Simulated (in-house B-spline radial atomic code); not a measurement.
Inner-shell binding energies (edges) and X-ray emission energies of free atoms and ions, as differences of relaxed hole-state energies with first-order Breit, QED and recoil terms, without correlation or multiplet splittings, in NIST's listed ground configurations. For neutral atoms such line energies lie within some 1 to 5 eV of tabulated X-ray lines (up to 20 eV for the heaviest). K = 1s, L1 = 2s, M5 = 3d5/2. A dash marks a subshell that is part filled or wasn't run, or a line left out. Computed with an all-electron radial atomic-structure program (B-spline basis): Dirac-Hartree-Fock, average of the configuration, finite nuclei.

```tsv
ion	configuration	K edge (eV)	L1 edge (eV)	M5 edge (eV)
Pd2+	[Kr] 4d8	24384.3	3645.33	-
Ag2+	[Kr] 4d9	25546.4	3845.84	-
Cd2+	[Kr] 4d10	26738.2	4052.3	431.48
Sn2+	[Kr] 4d10 5s2	29226.8	4498.97	512.32
Sb2+	[Kr] 4d10 5s2 5p1	?	?	?
Te2+	[Kr] 4d10 5s2 5p2	31843.1	4976.26	602.65
I2+	[Kr] 4d10 5s2 5p3	33199	5225.58	650.29
Xe2+	[Kr] 4d10 5s2 5p4	?	?	?
Cs2+	[Kr] 4d10 5s2 5p5	36007.3	5745.92	750.46
Ba2+	[Kr] 4d10 5s2 5p6	37460.4	6017.12	802.98
La2+	[Xe] 5d1	38949.9	6298.86	-
Ce2+	[Xe] 4f2	40457	6570.26	898.56
Pr2+	[Xe] 4f3	?	?	?
Nd2+	[Xe] 4f4	43586.1	7150.76	996.92
Pm2+	[Xe] 4f5	45201.4	7451.73	1047.34
```

Question: Fill in the row of Sb2+.

Answer: K edge (eV): 30519.2; L1 edge (eV): 4734.09; M5 edge (eV): 556.66.

Question: Fill in the row of Xe2+.

Answer: K edge (eV): 34586.9; L1 edge (eV): 5482.1; M5 edge (eV): 699.56.

Question: Fill in the row of Pr2+.

Answer: K edge (eV): 42004.8; L1 edge (eV): 6856.99; M5 edge (eV): 947.34.
